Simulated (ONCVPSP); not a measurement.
**Configuration tests for cobalt (Co) (ONCV)**

- Element: cobalt (Co)
- Generator: ONCVPSP 4.0.1
- Type: optimised norm-conserving Vanderbilt (ONCV)
- Functional: PBE
- Relativity: scalar-relativistic
- Frozen core: [Ne] 3s2
- Valence charge: 15
- Reference configuration: 3p6 3d7 4s2
- Partial waves: 4s: rc 2.10 bohr, ncon 5, nbas 9, qcut 2.7 1/bohr, 2 projectors, debl 0.4 Ha; 3p: rc 1.05 bohr, ncon 4, nbas 7, qcut 10.2 1/bohr, 2 projectors, debl 1.8 Ha; 3d: rc 1.30 bohr, ncon 4, nbas 8, qcut 11.2 1/bohr, 1 projector
- Local potential: polynomial inside 0.90 bohr (lpopt 5, dvloc0 4 Ha)
- Core correction: Teter function, fcfact 5.5, rcfact 1.05

In the p channel the program set the typed energies aside and used -2.412, 0.250 Ha.

Energies are relative to the spin-unpolarised reference configuration 3p6 3d7 4s2; without spin polarisation the order of configurations can differ from experiment.

| valence configuration | charge | ΔE all-electron (eV) | error AE − PS (meV) |
| --- | --- | --- | --- |
| 3p6 3d7 4s0 | +2 | 25.816 | -20 |
| 3p6 3d6 4s0 | +3 | 61.686 | +92 |
| 3p6 3d8 4s1 | 0 | -1.204 | -45 |

Problem. What are ΔE and the potential's error for 3p6 3d7 4s1?

Solution. ΔE = 9.031 eV all-electron; the error (AE − PS) is -4.9 meV.

Note: ghosts flagged at negative energy: s at -51.9 eV; GHOST(+) flags only above 600 eV. A true bound ghost makes a file unfit for plane-wave use.
